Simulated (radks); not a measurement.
Initial-state core-level shifts of the ytterbium ion Yb+ when its valence configuration changes from [Xe] 4f14 6s1. Calculated with a radial shooting solver on a logarithmic mesh with Libxc functionals: Dirac Kohn-Sham, PBE, spin-unpolarised, spherical densities, point nucleus; open shells fill j = l - 1/2 first. Shifts are changes of the shell-averaged eigenvalues in eV (positive: less bound).

| valence | 3s | 3p | 3d | 4d |
|---|---|---|---|---|
| 4f14 6p1 | -1.227 | -1.227 | -1.229 | -1.245 |
| 4f13 5d1 6p1 | -8.952 | -8.937 | -8.864 | -8.424 |
| 4f12 6s1 6p2 | -24.377 | -24.344 | -24.207 | -23.011 |
| 4f13 5d1 6s0.5 6p0.5 | -8.363 | -8.348 | -8.275 | -7.831 |
| 4f14 6s0.5 6p0.5 | -0.619 | -0.619 | -0.620 | -0.628 |
| 4f13 6s2 | -10.013 | -10.000 | -9.938 | -9.525 |
| 4f13 5d2 | -5.909 | -5.895 | -5.812 | -5.332 |
| 4f13 6s1 6p1 | -11.226 | -11.213 | -11.152 | -10.747 |
| 4f13 6s0.5 6p1.5 | -11.816 | -11.802 | -11.742 | -11.341 |
